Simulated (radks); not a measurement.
Problem. Radial electron density D(r) = 4 pi r^2 rho(r) of an atom or ion with 57 electrons. All-electron calculation, Dirac Kohn-Sham, PBE, spin-unpolarised, spherical densities, finite nucleus; Fermi nuclear charge, rms radius of each element as measured or else 0.836 A^(1/3) + 0.57 fm. Program: a radial shooting solver on a logarithmic mesh with Libxc functionals.

```
   r/bohr * D(r) (the largest magnitude, 97.3, reaches the edge; | marks zero)
 0.001011 | *
 0.001359 |  *
 0.001827 |   *
 0.002456 |      *
 0.003302 |          *
 0.004439 |               *
 0.005969 |                      *
 0.008025 |                              *
  0.01079 |                                     *
  0.01462 |                                          *
  0.01966 |                                          *
  0.02643 |                                       *
  0.03554 |                                      *
  0.04778 |                                           *
  0.06423 |                                                     *
  0.08636 |                                                      *
   0.1161 |                                            *
   0.1561 |                                         *
   0.2116 |                                                *
   0.2844 |                                     *
   0.3824 |                  *
   0.5142 |                  *
   0.6913 |                  *
   0.9294 |         *
     1.25 |    *
     1.68 |   *
    2.259 | *
    3.061 |*
    4.116 *
    5.533 *
    7.439 *
       10 *
```

What is the nuclear charge?

Solution. Z = 58. The innermost maximum, from 1s, lies near gamma/Z bohr with gamma = sqrt(1 - (Z/c)^2) = 0.906, here 0.0156 bohr (found: 0.0173), and its height grows with Z. The density is that of the cerium ion Ce+ in [Xe] 4f1 5d2; the configuration itself is not fixed sharply by these data, and Z only to a few units. D(r) has 4 maxima, at r = 0.0173, 0.0760, 0.213, 0.594 bohr, and minima at 0.0333, 0.141, 0.435 bohr, inside which lie 2.02, 11.18, 29.01 electrons.
